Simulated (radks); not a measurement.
Values are calculated unless marked as measured or tabulated.
Li, 3 electrons, occupied as [He] 2p1 (not the ground configuration). Code: a radial shooting solver on a logarithmic mesh with Libxc functionals. Model: non-relativistic Kohn-Sham, r2SCAN, spin-polarised, spherical densities, point nucleus; open shells are filled with parallel spins first; meta-GGA in the generalised Kohn-Sham scheme.

Local quantities along the radius. ELF = 1/(1 + alpha^2) is the electron localisation function; alpha = (tau - tau_W)/tau_unif compares the Pauli kinetic energy density with that of the uniform gas (summed over spins); -r V(r) is the screened charge that the Kohn-Sham potential of spin up presents (atomic units).

| r (bohr) | ELF | alpha | -r V(r) |
|---|---|---|---|
| 0.02094 | 1.000 | 0.0001386 | 2.967 |
| 0.02599 | 1.000 | 0.0001444 | 2.952 |
| 0.03252 | 1.000 | 0.0001521 | 2.932 |
| 0.04036 | 1.000 | 0.0001620 | 2.908 |
| 0.05049 | 1.000 | 0.0001758 | 2.876 |
| 0.06316 | 1.000 | 0.0001947 | 2.836 |
| 0.07839 | 1.000 | 0.0002202 | 2.787 |
| 0.09807 | 1.000 | 0.0002581 | 2.724 |
| 0.1217 | 1.000 | 0.0003125 | 2.649 |
| 0.1523 | 1.000 | 0.0004002 | 2.555 |
| 0.189 | 1.000 | 0.0005386 | 2.447 |
| 0.2364 | 1.000 | 0.0007903 | 2.317 |
| 0.2958 | 1.000 | 0.001275 | 2.171 |
| 0.3671 | 1.000 | 0.002256 | 2.020 |
| 0.4593 | 1.000 | 0.004690 | 1.858 |
| 0.57 | 1.000 | 0.01117 | 1.706 |
| 0.7132 | 0.999 | 0.03357 | 1.570 |
| 0.8922 | 0.984 | 0.1263 | 1.515 |
| 1.107 | 0.745 | 0.5846 | 0.5500 |
| 1.385 | 0.082 | 3.337 | 0.9581 |
| 1.719 | 0.016 | 7.762 | 0.9119 |
| 2.151 | 0.045 | 4.633 | 0.9135 |
| 2.691 | 0.152 | 2.360 | 0.8436 |
| 3.34 | 0.263 | 1.674 | 0.8347 |
| 4.179 | 0.345 | 1.379 | 0.8080 |
| 5.186 | 0.368 | 1.310 | 0.7517 |
| 6.488 | 0.314 | 1.478 | 0.6745 |
| 8.052 | 0.190 | 2.061 | 0.2953 |
| 10.07 | 0.064 | 3.818 | 0.2997 |
| 12.6 | 0.010 | 9.749 | 0.2030 |
| 15.64 | 0.001 | 34.12 | 0.09921 |

On this mesh the ELF has minima near r = 1.7 bohr, which separate the shells, and maxima near 5.2 (0.37).

Self-consistent cycle (total energy in hartree, residual of the potential): 1: -7.368582, 4e-01; 2: -7.389255, 2e-01; 3: -7.404721, 7e-02; 4: -7.405087, 5e-02; 5: -7.405362, 2e-02; 6: -7.405398, 5e-03; 7: -7.405400, 1e-03; 8: -7.405400, 3e-04; 9: -7.405400, 7e-05; 10: -7.405400, 2e-05; 11: -7.405400, 4e-06; 12: -7.405400, 3e-07.
